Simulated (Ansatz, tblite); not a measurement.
Forces on MgI2 at its r2SCAN-D4/def2-TZVP geometry. Charge 0, multiplicity 1.

In the def2 sets I takes a core potential; there is no spin–orbit coupling. The xTB rows come from tblite. The restricted singlet is unstable towards broken spin symmetry in Hartree–Fock (as tested in another run); at PBE-D4/def2-TZVP this wasn't settled. In the singlet, I2 and I3 lie 2.98 Å apart (atoms count from 1), so these atoms are partly bonded to each other. Another isomer (singlet) lies 3.11 eV lower at PBE0-D4/def2-TZVP; other spin states weren't run for this one.

GFN1-xTB (tblite), largest force 1.78 eV/Å:

```xyz
3
positions Å, forces eV/Å
Mg    0.464    1.900   -1.949   -0.005   -0.017    0.017
I    -0.481   -1.974    2.025    0.297    1.225   -1.257
I     0.017    0.074   -0.076   -0.292   -1.208    1.240
```

GFN2-xTB (tblite), largest force 0.57 eV/Å:

```
Mg -0.059 -0.238 0.243
I -0.038 -0.154 0.157
I 0.097 0.391 -0.401
```

PBE-D4/def2-TZVP (Ansatz), largest force 0.19 eV/Å:

```
Mg 0.021 0.089 -0.092
I 0.009 0.040 -0.041
I -0.031 -0.129 0.133
```
